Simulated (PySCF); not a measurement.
An excited-state job on `CP1[C@@H]([C@H]1C)C=C`.

Computed with TDDFT PBE0/def2-SVPD, vertical, gas phase, core orbitals frozen in the response (PySCF 2.14.0, density-fitted response routines). Geometry: GFN2-xTB. The command runs a driver script over a list of jobs; the input below is this job's line of settings and its coordinates in Å.

Command:
```bash
OMP_NUM_THREADS=1 python probes_run.py task.json out
```

Input:
```
{"job": {"kind": "uv", "xc": "PBE0", "basis": "def2-SVPD", "nstates": 8, "ntriplets": 3}, "charge": 0, "multiplicity": 1}
C     -1.299882     2.464897    -0.391994
C     -0.626055     1.396823     0.011072
C     -0.457964     0.190426    -0.796174
C     -0.143572    -1.145866    -0.171659
C     -0.909800    -2.357631    -0.640042
P      1.245691    -0.494031    -1.210206
C      2.309723     0.305908     0.090622
H     -1.409908     3.335552     0.230870
H     -1.771000     2.503597    -1.360334
H     -0.166780     1.390500     0.990822
H     -1.116420     0.149506    -1.660739
H      0.023589    -1.127720     0.902570
H     -0.998642    -2.357281    -1.724565
H     -0.402481    -3.272252    -0.337939
H     -1.911675    -2.360933    -0.209986
H      2.431542     1.363238    -0.139606
H      3.289069    -0.168814     0.047872
H      1.905805     0.190401     1.093001
```

Estimate the output.

```
coarse grid: 14960 points
cycle   1  E = -575.7691511340  dE =  6.858e-01  |g| = 4.106e-01  |ddm| = 7.505e+00
cycle   2  E = -575.7578989738  dE =  1.125e-02  |g| = 4.616e-01  |ddm| = 1.612e+00
cycle   3  E = -575.8163763352  dE = -5.848e-02  |g| = 6.114e-02  |ddm| = 8.259e-01
cycle   4  E = -575.8172963079  dE = -9.200e-04  |g| = 3.116e-02  |ddm| = 2.061e-01
cycle   5  E = -575.8175496874  dE = -2.534e-04  |g| = 8.762e-03  |ddm| = 6.937e-02
cycle   6  E = -575.8175715224  dE = -2.184e-05  |g| = 2.138e-03  |ddm| = 2.289e-02
cycle   7  E = -575.8175726236  dE = -1.101e-06  |g| = 7.468e-04  |ddm| = 5.989e-03
final grid: 138272 points
cycle   8  E = -575.8923987487  dE = -6.810e-05  |g| = 9.755e-03  |ddm| = 2.740e-01
cycle   9  E = -575.8923805394  dE =  1.821e-05  |g| = 1.260e-02  |ddm| = 4.347e-02
cycle  10  E = -575.8924238793  dE = -4.334e-05  |g| = 1.848e-03  |ddm| = 2.312e-02
cycle  11  E = -575.8924248356  dE = -9.563e-07  |g| = 3.504e-04  |ddm| = 4.485e-03
cycle  12  E = -575.8924248627  dE = -2.709e-08  |g| = 1.559e-04  |ddm| = 1.142e-03
cycle  13  E = -575.8924248697  dE = -6.968e-09  |g| = 4.262e-05  |ddm| = 4.766e-04
cycle  14  E = -575.8924248701  dE = -4.516e-10  |g| = 1.278e-05  |ddm| = 1.239e-04
converged SCF energy = -575.8924248701

Static polarisability (au): isotropic 101.045, principal 80.865 100.857 121.412

Singlet excitations
state   eV       nm        f      main configurations
  1   5.6673    218.8   0.35568   H->L 0.77, H-1->L 0.17
  2   5.8720    211.1   0.07902   H-1->L 0.78, H->L 0.12
  3   5.9914    206.9   0.04762   H->L+1 0.88
  4   6.3399    195.6   0.01434   H->L+2 0.90
  5   6.5285    189.9   0.01364   H->L+3 0.87
  6   6.7080    184.8   0.05886   H-1->L+1 0.73, H-2->L 0.14
  7   6.8788    180.2   0.01940   H-2->L 0.45, H->L+4 0.32, H-1->L+2 0.10
  8   6.9197    179.2   0.03899   H->L+4 0.43, H-1->L+2 0.41

Triplet excitations (Tamm-Dancoff, eV): 3.8452 4.9853 5.2353
```

The SCF starts on a coarse grid where the log names one; the energy can jump when the final grid takes over, and dE then counts from the start density on the new grid. H and L stand for HOMO and LUMO; the number after each pair is its weight.

How does the lowest singlet excitation compare with the HOMO–LUMO gap?

HOMO -6.49 eV and LUMO -0.19 eV give a gap of 6.30 eV; S1 at 5.67 eV lies 0.63 eV below it.

In short: HOMO -6.49 eV, LUMO -0.19 eV; lowest singlet 5.67 eV; lowest triplet 3.85 eV (Tamm–Dancoff); mean polarisability 101.0 au.

Hardware: one thread of an Arm Neoverse V1, no GPU, shared host. Cost: 50 s wall (with the writing of density and orbital grids), 0.88 GiB resident at most.

One conformer stands for the species.
Labels such as C1 count atoms from 1, the log's own numbers from 0.
